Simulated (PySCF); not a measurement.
## Peak assignment

Mapped SMILES: `[CH3:1][CH2:2]/[CH:3]=[N:4]/[N:5]=[CH:6]\[C:7]([F:8])([F:9])[F:10]`; H(Xn) means a hydrogen on atom n.

PySCF 2.14.0 with density-fitted response routines calculation with coordinates at the GFN2-xTB level and shielding tensors at PBE0/pcSseg-1 (GIAO); non-relativistic, rapidly exchanging positions averaged, a single conformation, gas phase.

Referencing at the same level of theory: $^{13}$C, $^{1}$H against TMS.

(1) Assign these signals to the numbered atoms. $^{13}$C{$^{1}$H} NMR (computed): δ 129.3, 128.0, 112.3, 33.4, 14.1.

(2) Assign these signals to the numbered atoms. $^{1}$H NMR (400 MHz, computed): δ 6.31 (t, 1H), 6.08 (m, 1H), 2.34 (m, 2H), 1.19 (t, 3H).

## Answers

(1) 
129.3 → C7, CF3 carbon: 3 electronegative neighbours deshield it
128.0 → C3, C=N carbon
112.3 → C6, C=N carbon
33.4 → C2, sp3 CH2: saturated and bonded to C and H only
14.1 → C1, methyl carbon: saturated and bonded to C and H only

C7 and C3 lie closer than the usual error of such a calculation, so a measured spectrum could show them in the other order.

(2) 
6.31 → H(C3), hydrogen on a C=N carbon
6.08 → H(C6), hydrogen on a C=N carbon
2.34 → H(C2), hydrogen on an sp3 CH2
1.19 → H(C1), hydrogen on a methyl carbon

Splittings by $^{19}$F in the carbon and heteronuclear signals aren't shown, as no couplings were computed. Shifts are as computed. Against solution values, carbons near 30 ppm lie about +3 ppm off and those near 130 ppm about +5 ppm. Of 1211 compounds with measured shifts, 218 miss one by over three times the rms of a fit or turn the order of signals round; such compounds aren't used in these exercises. No couplings were computed; multiplicities are counted from neighbouring protons, with m where these are inequivalent, close in shift, in a saturated or five-membered ring or joined by F or P, and br s for small geminal =CH2 splittings.
